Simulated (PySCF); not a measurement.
Molecule: HC(Cl)(F)CF2OMe (Cl[C@H](C(OC)(F)F)F, C$_{3}$H$_{4}$ClF$_{3}$O).

Bonds (- single, = double, # triple, : aromatic): C1-O2 1.418 Å, O2-C3 1.339 Å, C3-F4 1.347 Å, C3-F5 1.357 Å, C3-C6 1.531 Å, C6-F7 1.343 Å, C6-Cl8 1.766 Å. C1 carries H9, H10, H11; C6 carries H12. Stereochemistry as in COC(F)(F)[C@H](F)Cl.

Geometry PBE0-D3(BJ)/def2-SVP throughout; GIAO in PySCF 2.14.0 with density-fitted response routines, gas phase, one conformer, non-relativistic; equivalent atoms averaged; basis pcSseg-1.

**Question.** How do the absolute shieldings σ depend on the functional? (a selection of nuclei; ppm; last column core-seconds on shared hosts with different chips, so compare them loosely)

**Answer.** 
```
functional                    kind    C6     C1     O2     F5     F4     F7    Cl8    H12  H9/H10/H11  core-s
       LDA                     LDA  69.2  130.8  240.3  268.2  280.5  335.3  690.9  24.77       27.09      22
      BP86                     GGA  71.9  129.4  238.2  271.7  283.5  333.0  702.2  25.32       27.59      20
      OPBE                     GGA  83.3  136.4  243.7  276.9  288.3  336.8  730.1  25.35       27.62      24
     B97-D                     GGA  73.8  129.1  239.0  276.9  288.5  335.2  705.7  25.48       27.73      26
      PBE0           global hybrid  81.7  135.2  251.3  286.9  297.6  351.4  736.9  25.56       27.63      14
  mPW1PW91           global hybrid  80.8  134.2  250.3  286.8  297.4  351.2  733.7  25.61       27.68      20
     B97-2           global hybrid  81.9  134.4  249.5  287.5  298.1  349.8  735.4  25.66       27.74      19
 CAM-B3LYP  range-separated hybrid  78.3  132.9  252.5  289.4  300.1  356.0  724.2  25.66       27.64      22
   LC-wPBE  range-separated hybrid  87.0  139.0  260.9  293.2  302.7  365.3  745.1  25.77       27.69      32
```

**Question.** Which nucleus among those listed moves most, in ppm?

**Answer.** Cl8 (chlorine bonded to C): from 690.9 ppm with LDA to 745.1 ppm with LC-wPBE. The smallest spread is 0.65 ppm, at H9/H10/H11. Proton shifts span only some 12 ppm, so a few tenths of a ppm matter as much there as several ppm in carbon.
